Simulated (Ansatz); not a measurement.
All values below come from CAM-B3LYP-D3(BJ)/def2-TZVP (Ansatz, a first-principles code). No frequencies were computed at this level.

Ansatz 0.2 input:
```yaml
crystal:
  periodic: [false, false, false]
  atoms:
    - { symbol: C, position_ang: [-0.745615, 1.72973, -0.536398] }
    - { symbol: C, position_ang: [-0.258912, 0.521393, -0.237871] }
    - { symbol: Si, position_ang: [-1.419589, -0.909339, 0.200707] }
    - { symbol: C, position_ang: [1.179652, 0.327636, -0.256518] }
    - { symbol: C, position_ang: [1.783809, -0.822963, 0.020991] }
    - { symbol: Cl, position_ang: [3.492321, -1.004735, -0.014248] }
    - { symbol: H, position_ang: [-0.105796, 2.562562, -0.789594] }
    - { symbol: H, position_ang: [-1.803094, 1.931242, -0.538125] }
    - { symbol: H, position_ang: [-2.795369, -0.416245, 0.135678] }
    - { symbol: H, position_ang: [-1.127732, -1.382203, 1.556505] }
    - { symbol: H, position_ang: [-1.240144, -2.001078, -0.759952] }
    - { symbol: H, position_ang: [1.780388, 1.191084, -0.516369] }
    - { symbol: H, position_ang: [1.260075, -1.727087, 0.287877] }
basis:
  gaussian: { orbitals: def2-tzvp }
hamiltonian:
  xc: cam_b3lyp
  dispersion: d3bj
relax:
  max_steps: 150
```

Output:

```
Functional definition: CAM-B3LYP
1552 factors; their error is unknown
484 factors; integrals over basis functions are off by at most 4.9e-6 eV
mean field evaluation 1: about -24654.3686 eV, gradient 5.3e1 eV
mean field evaluation 2: about -24653.3785 eV, gradient 5.5e1 eV
mean field evaluation 4: about -24661.2338 eV, gradient 4.2e0 eV
mean field evaluation 8: about -24661.2724 eV, gradient 7.0e-2 eV
mean field evaluation 16: about -24661.3113 eV, gradient 3.4e-4 eV
mean field -24661.31127531 eV, -906.2864733304 hartree, gradient 1.6e-5 eV, S^2 0.000000; 0 other end points of the search recorded, 0 dependent functions left out
reference -24661.31143089 eV, -906.2864790481 hartree; 31, 31 occupied and 209, 209 virtual orbitals, 1552 factors
relax step   1: F+E_penalty+E_count = -24661.60221130 eV  Δ(F+E_penalty+E_count) = +0.000e0 eV  max|allowed force component| = 6.589e-1 eV/Å  Δτ_max = 0.0000 Å  (31 SCF iters, accepted)
these checks for a lower state are left out or cut short: starts, cluster_reference, orbital_swaps, neighbouring_geometries, increment
1552 factors; their error is unknown
484 factors; integrals over basis functions are off by at most 4.9e-6 eV
mean field -24661.32970027 eV, -906.2871504353 hartree, gradient 1.3e-5 eV, S^2 0.000000; 0 other end points of the search recorded, 0 dependent functions left out
reference -24661.32985596 eV, -906.2871561568 hartree; 31, 31 occupied and 209, 209 virtual orbitals, 1552 factors
relax step   2: F+E_penalty+E_count = -24661.62020819 eV  Δ(F+E_penalty+E_count) = -1.800e-2 eV  max|allowed force component| = 1.993e-1 eV/Å  Δτ_max = 0.0272 Å  (35 SCF iters, accepted)
these checks for a lower state are left out or cut short: starts, cluster_reference, orbital_swaps, neighbouring_geometries, increment
1552 factors; their error is unknown
484 factors; integrals over basis functions are off by at most 4.9e-6 eV
mean field evaluation 32: about -24661.3323 eV, gradient 1.2e-5 eV
mean field -24661.33231153 eV, -906.2872463972 hartree, gradient 1.2e-5 eV, S^2 0.000000; 0 other end points of the search recorded, 0 dependent functions left out
reference -24661.33246716 eV, -906.2872521168 hartree; 31, 31 occupied and 209, 209 virtual orbitals, 1552 factors
relax step   3: F+E_penalty+E_count = -24661.62285911 eV  Δ(F+E_penalty+E_count) = -2.651e-3 eV  max|allowed force component| = 4.088e-2 eV/Å  Δτ_max = 0.0241 Å  (35 SCF iters, accepted)
these checks for a lower state are left out or cut short: starts, cluster_reference, orbital_swaps, neighbouring_geometries, increment
1552 factors; their error is unknown
484 factors; integrals over basis functions are off by at most 4.9e-6 eV
mean field -24661.33246400 eV, -906.2872520004 hartree, gradient 1.2e-5 eV, S^2 0.000000; 0 other end points of the search recorded, 0 dependent functions left out
reference -24661.33261967 eV, -906.2872577211 hartree; 31, 31 occupied and 209, 209 virtual orbitals, 1552 factors
relax step   4: F+E_penalty+E_count = -24661.62289459 eV  Δ(F+E_penalty+E_count) = -3.548e-5 eV  max|allowed force component| = 5.059e-2 eV/Å  Δτ_max = 0.0048 Å  (35 SCF iters, accepted)
these checks for a lower state are left out or cut short: starts, cluster_reference, orbital_swaps, neighbouring_geometries, increment
1552 factors; their error is unknown
484 factors; integrals over basis functions are off by at most 4.9e-6 eV
mean field -24661.33257174 eV, -906.2872559597 hartree, gradient 1.2e-5 eV, S^2 0.000000; 0 other end points of the search recorded, 0 dependent functions left out
reference -24661.33272739 eV, -906.2872616801 hartree; 31, 31 occupied and 209, 209 virtual orbitals, 1552 factors
relax step   5: F+E_penalty+E_count = -24661.62299496 eV  Δ(F+E_penalty+E_count) = -1.004e-4 eV  max|allowed force component| = 3.489e-2 eV/Å  Δτ_max = 0.0043 Å  (36 SCF iters, accepted)
these checks for a lower state are left out or cut short: starts, cluster_reference, orbital_swaps, neighbouring_geometries, increment
1552 factors; their error is unknown
484 factors; integrals over basis functions are off by at most 4.9e-6 eV
mean field -24661.33266461 eV, -906.2872593727 hartree, gradient 1.2e-5 eV, S^2 0.000000; 0 other end points of the search recorded, 0 dependent functions left out
reference -24661.33282029 eV, -906.2872650938 hartree; 31, 31 occupied and 209, 209 virtual orbitals, 1552 factors
relax step   6: F+E_penalty+E_count = -24661.62304085 eV  Δ(F+E_penalty+E_count) = -4.589e-5 eV  max|allowed force component| = 5.409e-3 eV/Å  Δτ_max = 0.0026 Å  (35 SCF iters, accepted)
1552 factors; their error is unknown
484 factors; integrals over basis functions are off by at most 4.9e-6 eV
mean field evaluation 64: about -24661.1596 eV, gradient 7.5e0 eV
mean field -24661.33266461 eV, -906.2872593727 hartree, gradient 1.2e-5 eV, S^2 0.000000; 1 other end points of the search recorded, 0 dependent functions left out
reference -24661.33282029 eV, -906.2872650938 hartree; 31, 31 occupied and 209, 209 virtual orbitals, 1552 factors
Total energy: -24661.62319653 eV, -906.2979362237 hartree
Atom 0 at    -0.761551     1.714418    -0.531601 Å, force     0.000447    -0.001904     0.000528 eV/Å
Atom 1 at    -0.253698     0.516363    -0.236734 Å, force     0.000562    -0.000307     0.000172 eV/Å
Atom 2 at    -1.420837    -0.882711     0.193667 Å, force     0.000569    -0.000288     0.000025 eV/Å
Atom 3 at     1.195481     0.327126    -0.257045 Å, force    -0.005409     0.004062    -0.000984 eV/Å
Atom 4 at     1.800804    -0.817757     0.018831 Å, force     0.000138    -0.001914     0.000559 eV/Å
Atom 5 at     3.513277    -1.004898    -0.014915 Å, force     0.003169    -0.001118     0.000146 eV/Å
Atom 6 at    -0.122496     2.553795    -0.786829 Å, force     0.000081     0.000246    -0.000043 eV/Å
Atom 7 at    -1.826795     1.903919    -0.530073 Å, force    -0.000073     0.000415    -0.000184 eV/Å
Atom 8 at    -2.802691    -0.367084     0.123735 Å, force    -0.000926    -0.000215     0.000039 eV/Å
Atom 9 at    -1.147405    -1.394267     1.555124 Å, force     0.000242     0.000494    -0.000542 eV/Å
Atom 10 at    -1.260300    -2.009810    -0.751804 Å, force     0.000238     0.000832     0.000268 eV/Å
Atom 11 at     1.802322     1.188824    -0.516604 Å, force     0.001253    -0.000305     0.000022 eV/Å
Atom 12 at     1.283886    -1.727922     0.286931 Å, force    -0.000290     0.000001    -0.000005 eV/Å
Dipole moment:    -0.240368     0.160086    -0.030972 e Å
```

Cost: around 2.5 core-minutes (rough).
